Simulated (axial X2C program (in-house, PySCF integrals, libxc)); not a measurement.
Br or O: which binds elements of chip processing more strongly?

Calculated with an in-house all-electron X2C program for linear molecules (integrals from PySCF), spin-free (one-electron X2C) or two-component (2c: spin–orbit coupling with atomic mean-field Coulomb and Gaunt terms, which also bring small scalar terms), in Dyall basis sets with cores contracted in-house; open shells are unrestricted.

Level PBE0, spin-free. Dyall triple-zeta sets: BBr v3z/cv3z; BO v3z/av3z; SiBr v3z/cv3z; SiO v3z/av3z; PBr v3z/cv3z; PO v3z/av3z; GaBr cv3z/cv3z; GaO cv3z/av3z; GeBr cv3z/cv3z; GeO cv3z/av3z; AsBr cv3z/cv3z; AsO cv3z/av3z; ZrBr cv3z/cv3z; ZrO cv3z/av3z; SnBr cv3z/cv3z; SnO cv3z/av3z; SbBr cv3z/cv3z; SbO cv3z/av3z.

Diatomic bonds are a first guide to the radicals met in plasma etching, cleaning and deposition, though surfaces and higher halides or oxides behave in their own way.

```csv
element M,state of MBr,Re MBr (Å),D0 MBr (eV),state of MO,Re MO (Å),D0 MO (eV)
B,"M_S = 0, Λ = 0",1.889,4.52,"M_S = 1/2, Λ = 0",1.200,8.33
Si,"M_S = 1/2, Λ = 1",2.233,3.80,"M_S = 0, Λ = 0",1.516,7.69
P,"M_S = 1, Λ = 0",2.177,2.98,"M_S = 1/2, Λ = 1",1.483,5.73
Ga,"M_S = 0, Λ = 0",2.367,4.32,"M_S = 1/2, Λ = 0",1.697,4.10
Ge,"M_S = 1/2, Λ = 1",2.321,3.60,"M_S = 0, Λ = 0",1.616,6.53
As,"M_S = 1, Λ = 0",2.294,2.82,"M_S = 1/2, Λ = 1",1.612,4.64
Zr,"M_S = 3/2, Λ = 0",2.477,4.43,"M_S = 1, Λ = 2",1.713,7.79
Sn,"M_S = 1/2, Λ = 1",2.515,3.49,"M_S = 0, Λ = 0",1.818,5.32
Sb,"M_S = 1, Λ = 0",2.487,2.81,"M_S = 1/2, Λ = 1",1.805,3.88
```

**Question.** Work out the energy at 0 K of MBr + O → MO + Br for each element.

**Answer.** ΔE = D0(MBr) − D0(MO) at PBE0, spin-free: B -3.81, Si -3.89, P -2.75, Ga 0.22, Ge -2.93, As -1.82, Zr -3.36, Sn -1.83, Sb -1.07 eV (negative: the exchange gives off energy).

**Question.** For which element is the exchange to O most and for which least favourable, and what is the energy of SiBr + GaO → SiO + GaBr?

**Answer.** Si most (-3.89 eV; too close to rank against B), Ga least (0.22 eV). The atoms cancel in the double exchange: ΔE = -3.89 − (0.22) = -4.11 eV, a figure less sensitive to errors in the atoms than D0 itself.

Each entry is the lowest single determinant of a limited PBE0 search at one distance. D0 = De minus the zero-point energy; De goes to single-determinant-based atoms at the same level (for ions the charge split of lowest energy) and is withheld (n/a) where an atom does not fit its ground term or J level. Main or longest-lived isotopes. One determinant is a doubtful description, or other states lie close, for PBr, AsBr, AsO, ZrBr, ZrO, SbBr, SbO; these need not be ground states, and all values refer to the states named. The functionals have no current term, which raises determinants with orbital currents. Spin-free values lack the spin–orbit lowering of the atoms, a third of the ²P splitting for halogens (0.036 eV for Cl, 0.152 eV for Br from NIST levels). These D0 were not checked against measured values; triple-zeta sets, frozen cores and single determinants leave errors of some tenths of an eV, more for transition metals.
